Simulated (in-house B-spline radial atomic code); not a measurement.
## LDA VWN5 excitations of the arsenic ion As⁵⁺

Method: LDA VWN5. Computed with an all-electron radial atomic-structure program (B-spline basis): linear response of the closed shell [Ar] 3d10 with the functional's adiabatic kernel; non-relativistic, point nucleus, no spin-orbit coupling, no double excitations, S, P, D and F terms only. Only terms of natural parity with L up to 3 were computed.

Without relativity these are model numbers for so heavy an element.

Command:
```bash
python run_td.py task.json out
```
Settings (radii: box in bohr, nucleus in fm):
```
Z                        33
electrons                28
configuration            [Ar] 3d10
hamiltonian              nr
method                   lda,vwn
box_radius               16.35
intervals                54
```

Time taken, with all properties: 1 s on 1 thread of Arm Neoverse N1 (shared host).

The lowest states, in the order of their Tamm-Dancoff energies; the method's threshold (minus the highest occupied level) is 108.24 eV. Labels give the largest channel, * marks a mixed state, and oscillator strengths are full-response dipole values. Semilocal kernels can invert the small singlet-triplet splittings of Rydberg terms. Energies in eV:

```csv
state,full response,Tamm-Dancoff,oscillator strength
3d → 4s 3D,?,?,-
3d → 4s 1D,39.54,39.55,-
3d → 4p 3P,51.33,51.35,-
3d → 4p 3F,51.59,51.60,-
3d → 4p 1F,51.96,51.97,-
3d → 4p 1P,52.98,53.06,0.547
3d → 4d 3S,70.04,70.07,-
3d → 4d 3D,70.87,70.87,-
3d → 4d 1D,71.38,71.40,-
3d → 4d 1S,75.47,76.10,-
3d → 5s 3D,76.49,76.49,-
3d → 5s 1D,76.62,76.62,-
3d → 5p 3P,80.82,80.83,-
3d → 5p 3F,?,?,-
3d → 5p 1F,80.99,80.99,-
3d → 5p 1P,81.23,81.26,0.0535
```

Question: Where does 3d → 5p 3F lie?

Answer: At 80.89 eV in full response, 80.89 eV in Tamm-Dancoff.

Question: Where does 3d → 4s 3D lie?

Answer: At 38.92 eV in full response, 38.93 eV in Tamm-Dancoff.

Question: How large is the singlet-triplet splitting of 3d → 4s (D terms) in Tamm-Dancoff?

Answer: 0.62 eV, from the unrounded values.

Question: What polarisabilities and dispersion coefficient does the method give?

Answer: Dipole 0.5498 bohr³, quadrupole 0.6377 bohr⁵, C6 0.9135 hartree·bohr⁶ for two such species.
